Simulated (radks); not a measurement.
Species: the neon ion Ne3+. Configuration: [He] 2p5 (not the ground configuration).

Method: non-relativistic Kohn-Sham, PBE, spin-polarised, spherical densities, point nucleus; open shells are filled with parallel spins first; computed with a radial shooting solver on a logarithmic mesh with Libxc functionals.

Energy parts (eV):
total: -3328.602
kinetic: 3323.262
electron-nucleus: -7563.663
Hartree: 1191.250
exchange-correlation: -279.451

Orbitals (lengths in bohr, moments of r in powers of bohr; r(max) is where P^2 peaks):
| orbital | occ. | eigenvalue (eV) | r(max) |
|---|---|---|---|
| 1s up | 1 | -910.7031 | 0.1027 |
| 1s down | 1 | -909.6735 | 0.1027 |
| 2p up | 3 | -80.4500 | 0.5647 |
| 2p down | 2 | -77.5808 | 0.5686 |

The highest occupied level is 2p down at -77.581 eV. The spin density at the nucleus is -0.4674 e/bohr^3 (1s -0.4674), a Fermi contact field of -24.5 T.
